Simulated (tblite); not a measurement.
C₃H₉ClF₂Si₃.
Structure used (GFN2-xTB), in Å, numbered top down from 1:
```
atom  x, y, z in Å
F1     1.0902    1.3423    0.8064
C2     1.4753    0.4535   -0.1719
F3     1.7263    1.2530   -1.2607
C4     2.7868   -0.1928    0.2305
Cl5    2.4678   -1.6311    1.2097
Si6    0.0027   -0.7814   -0.5084
C7    -1.3388    0.3216   -1.3423
Si8   -2.4916    0.7689    0.1470
Si9   -1.3233   -0.8318    1.4216
H10    3.4083    0.4862    0.8166
H11    3.3171   -0.5075   -0.6679
H12    0.6332   -1.7523   -1.4168
H13   -0.9356    1.1927   -1.8547
H14   -1.8834   -0.2391   -2.1007
H15   -2.3666    2.1817    0.5145
H16   -3.9061    0.5557   -0.1882
H17   -1.9767   -2.1277    1.6540
H18   -0.6942   -0.4854    2.6999
```

Level: GFN2-xTB in tblite, geometry and Hessian alike; calculated harmonic values, unscaled, isolated species. This tight-binding method is rough: wavenumbers can miss measured ones by several per cent, in bad cases by 10 to 20. Modes of hydrogen on silicon can be 10 to 20 % off. One conformer, not necessarily the lowest.

Harmonic wavenumbers (cm⁻¹): 37.9, 42.7, 57.5, 86.4, 114.1, 153.5, 211.3, 269.2, 301.2, 325.7, 334.8, 364.2, 384.3, 397.0, 428.0, 438.9, 471.3, 480.7, 495.6, 571.5, 584.8, 617.6, 635.6, 685.5, 700.1, 730.9, 777.8, 791.1, 811.5, 845.9, 960.6, 984.6, 1051.9, 1093.8, 1107.8, 1163.8, 1242.3, 1415.2, 1467.2, 2173.0, 2175.4, 2190.2, 2211.1, 2232.0, 2977.6, 2989.0, 3000.1, 3007.2.

A = 1282, B = 619.7, C = 504.4 MHz; mass 201.967 u (most abundant isotopes); point group C1, symmetry number 1.

Task: Zero-point energy?

Result: ½Σν̃ = 23295 cm⁻¹ = 66.60 kcal/mol.

Task: Entropy at 350 K, 1 bar (ideal gas, RRHO, classical rotation)?

Result: Translation 42.64, rotation 31.54, vibration 50.39: S = 124.6 cal/(mol K).

Task: And Cp and H(350 K) − H(0)?

Result: Cp = 56.04 cal/(mol K), of which vibrations give 48.09 (their classical limit is 48 R = 95.4); H(350 K) − H(0) = 11.77 kcal/mol without the zero-point energy, 8.99 from vibrations.

Task: What must be added to the electronic energy to get the Gibbs energy at 350 K and 1 bar?

Result: ZPE + [H(350 K) − H(0)] − T·S = 66.60 + 11.77 − 43.60 = 34.77 kcal/mol.

Task: How do the functions run with temperature in this model?

Result: 
```tsv
T (K)	S (cal/(mol K))	Cp (cal/(mol K))	H − H(0) (kcal/mol)	G − H(0) (kcal/mol)	ln q(vib)
100	77.7	22.8	1.55	-6.23	3.01
200	98.3	38.2	4.60	-15.05	6.79
300	116.3	51.0	9.09	-25.80	10.57
500	146.6	67.3	21.08	-52.21	17.79
800	181.4	80.5	43.47	-101.67	27.32
1000	200.0	85.9	60.14	-139.86	32.85
```

q(vib) and H(0) count from the zero-point level.

Hindered rotation and anharmonicity are outside this model. Other conformers, if any are populated, would add a mixing term that is left out. The structure is chiral; the term R ln 2 for an equal mix with its mirror image is left out.
